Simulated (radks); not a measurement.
Problem. Coherent X-ray form factor from a spherical all-electron density. Calculated with a radial shooting solver on a logarithmic mesh with Libxc functionals: Dirac Kohn-Sham, relativistic LDA (MacDonald-Vosko exchange, VWN5 correlation), spin-unpolarised, spherical densities, finite nucleus; Fermi nuclear charge, rms radius of each element as measured or else 0.836 A^(1/3) + 0.57 fm.

| sin(theta)/lambda (1/angstrom) | f0 (electrons) |
|---|---|
| 0.05 | 22.951 |
| 0.1 | 22.806 |
| 0.15 | 22.568 |
| 0.2 | 22.240 |
| 0.25 | 21.830 |
| 0.3 | 21.343 |
| 0.4 | 20.177 |
| 0.5 | 18.818 |
| 0.6 | 17.348 |
| 0.8 | 14.373 |
| 1 | 11.722 |
| 1.25 | 9.195 |
| 1.5 | 7.530 |
| 2 | 5.788 |

The species is in the configuration that NIST lists as its ground one. Which atom or ion scatters so?

Solution. The niobium ion Nb18+, [Ar] 3d5. Extrapolating in s^2 from the first two rows gives f0(0) = 23.0, near the electron count 23; among species with that count, the fall with angle is slower the higher Z, and the table is that of Z = 41; from so few rows the species is fixed only to a neighbour or two.
